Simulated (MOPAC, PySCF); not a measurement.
CH7BN2, SMILES `CNBN` (C–N–B–N torsion 180°), neutral singlet in the gas phase. 

Cartesian coordinates (Å):
```xyz
11

C     -1.7436    -0.0223     0.0373
N     -0.3684     0.3682    -0.1987
B      0.7756    -0.3587     0.1879
N      2.0928     0.0844    -0.0767
H     -2.2791     0.7089     0.6519
H     -2.3011    -0.1497    -0.8965
H     -1.7563    -0.9746     0.5656
H     -0.2690     1.2454    -0.6865
H      0.6286    -1.3960     0.7650
H      2.3230     0.9393    -0.5542
H      2.8974    -0.4448     0.2050
```
Charge 0, spin multiplicity 1.

All levels are single points at this geometry (B3LYP-D3(BJ)/def2-TZVP); Pople sets use spherical d functions. Orbital energies aren't observables, and empty levels follow the basis.

```json
[
 {"level": "B3LYP-D3(BJ)/def2-TZVP in PySCF", "HOMO (eV)": "-6.22", "LUMO (eV)": "0.78", "gap (eV)": "7.00", "dipole (D)": "1.39", "vertical IE, Delta-SCF (eV)": "8.58"},
 {"level": "PBE-D3(BJ)/def2-TZVP in PySCF", "HOMO (eV)": "-5.10", "LUMO (eV)": "0.34", "gap (eV)": "5.44", "dipole (D)": "1.46", "vertical IE, Delta-SCF (eV)": "8.37"},
 {"level": "B3LYP/3-21G in PySCF", "HOMO (eV)": "-5.55", "LUMO (eV)": "2.81", "gap (eV)": "8.36", "dipole (D)": "1.65", "vertical IE, Delta-SCF (eV)": "–"},
 {"level": "B3LYP/6-311+G** in PySCF", "HOMO (eV)": "-6.25", "LUMO (eV)": "-0.09", "gap (eV)": "6.16", "dipole (D)": "1.34", "vertical IE, Delta-SCF (eV)": "–"},
 {"level": "B3LYP/6-31G* in PySCF", "HOMO (eV)": "-5.79", "LUMO (eV)": "2.49", "gap (eV)": "8.28", "dipole (D)": "1.52", "vertical IE, Delta-SCF (eV)": "8.29"},
 {"level": "BP86/6-31G* in PySCF", "HOMO (eV)": "-4.76", "LUMO (eV)": "1.62", "gap (eV)": "6.38", "dipole (D)": "1.60", "vertical IE, Delta-SCF (eV)": "–"},
 {"level": "M06-2X/6-31G* in PySCF", "HOMO (eV)": "-7.44", "LUMO (eV)": "3.65", "gap (eV)": "11.09", "dipole (D)": "1.47", "vertical IE, Delta-SCF (eV)": "–"},
 {"level": "PBE/6-31G* in PySCF", "HOMO (eV)": "-4.65", "LUMO (eV)": "1.69", "gap (eV)": "6.34", "dipole (D)": "1.60", "vertical IE, Delta-SCF (eV)": "8.07"},
 {"level": "HF/3-21G in PySCF", "HOMO (eV)": "-9.40", "LUMO (eV)": "6.78", "gap (eV)": "16.18", "dipole (D)": "1.42", "vertical IE, Delta-SCF (eV)": "–"},
 {"level": "HF/STO-3G in PySCF", "HOMO (eV)": "-7.69", "LUMO (eV)": "10.80", "gap (eV)": "18.48", "dipole (D)": "1.18", "vertical IE, Delta-SCF (eV)": "–"},
 {"level": "AM1 in MOPAC", "HOMO (eV)": "-9.07", "LUMO (eV)": "2.65", "gap (eV)": "11.72", "dipole (D)": "0.80", "vertical IE, Delta-SCF (eV)": "–"},
 {"level": "PM3 in MOPAC", "HOMO (eV)": "-8.20", "LUMO (eV)": "2.65", "gap (eV)": "10.85", "dipole (D)": "1.46", "vertical IE, Delta-SCF (eV)": "–"},
 {"level": "PM6 in MOPAC", "HOMO (eV)": "-8.55", "LUMO (eV)": "2.30", "gap (eV)": "10.85", "dipole (D)": "1.08", "vertical IE, Delta-SCF (eV)": "–"}
]
```
